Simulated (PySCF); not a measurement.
C2HF5, SMILES FC(F)C(F)(F)F. Atoms are numbered in the order given.

```xyz
8

F      1.4541     0.0592    -1.0970
C      0.8558    -0.4383     0.0000
F      1.4541     0.0592     1.0970
C     -0.6141    -0.0027     0.0000
F     -0.7245     1.3219     0.0000
F     -1.2241    -0.4876     1.0838
F     -1.2241    -0.4876    -1.0838
H      0.9310    -1.5395     0.0000
```

Geometry optimised at ωB97X-D3(BJ)/def2-SVP.

Method: ωB97X-D3(BJ)/def2-SVP (PySCF 2.14.0).

Frequencies are harmonic and unscaled.

```tsv
mode	ν (cm⁻¹)	IR (km/mol)	moving atoms (share of kinetic energy)
1	68	0.8	F 96 %
2	212	3.0	F 97 %
3	246	4.4	F 93 %
4	369	0.0	F 97 %
5	423	1.3	F 92 %
6	531	9.3	F 88 %, C 11 %
7	591	16.2	F 78 %, C 17 %
8	596	1.0	F 89 %, C 10 %
9	740	37.2	F 71 %, C 27 %
10	895	45.6	F 50 %, C 38 %, H 12 %
11	1185	112.4	C 52 %, F 36 %, H 12 %
12	1207	103.7	C 50 %, F 30 %, H 20 %
13	1249	222.8	C 59 %, H 21 %, F 20 %
14	1288	394.9	C 76 %, F 24 %
15	1356	198.6	C 63 %, H 24 %, F 13 %
16	1409	22.3	H 73 %, C 25 %
17	1498	7.0	C 69 %, H 25 %
18	3132	22.5	H 92 %, C 8 %
```
